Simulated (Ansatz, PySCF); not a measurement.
Molecule: (2S)-1,1-difluoropropan-2-ol, C₃H₆F₂O, charge 0, multiplicity 1. 
Coordinates optimised at B3LYP-D3(BJ)/def2-TZVP (Ansatz, a program for electronic structure):
```
C
H 1 1.0992
O 1 1.4159 2 110.52
H 3 0.9625 1 108.63 2 -69.12
C 1 1.5197 2 105.52 3 115.75
F 5 1.3630 1 110.79 2 -59.41
F 5 1.3651 6 107.45 1 121.71
H 5 1.0938 6 107.93 7 116.04
C 1 1.5226 2 109.73 3 -124.64
H 9 1.0897 1 110.23 2 -178.98
H 9 1.0917 10 108.72 1 120.73
H 9 1.0921 10 108.91 11 116.92
```

Dipole moments at this geometry, in debye (magnitudes).

| level | program | dipole (D) |
|---|---|---|
| HF/def2-TZVPD | PySCF | 4.19 |
| SVWN5/def2-TZVPD | Ansatz | 3.73 |
| revPBE/def2-TZVPD | Ansatz | 3.56 |
| r2SCAN/def2-TZVPD | Ansatz | 3.71 |
| B97M-V/def2-TZVPD | Ansatz | 3.64 |
| B3LYP/def2-TZVPD | Ansatz | (withheld) |
| BHLYP/def2-TZVPD | Ansatz | 4.02 |
| TPSSh/def2-TZVPD | PySCF | 3.73 |
| r2SCANh/def2-TZVPD | Ansatz | 3.77 |
| M06-2X/def2-TZVPD | PySCF | 3.91 |
| HSE06/def2-TZVPD | Ansatz | 3.79 |
| CAM-B3LYP/def2-TZVPD | Ansatz | 3.93 |
| wB97X-V/def2-TZVPD | Ansatz | 3.86 |
| CCSD(T)/aug-cc-pVDZ | Ansatz | (withheld) |

### Question
Some entries are withheld; supply them.

### Answer

- B3LYP/def2-TZVPD, dipole (D): 3.82
- CCSD(T)/aug-cc-pVDZ, dipole (D): 3.79
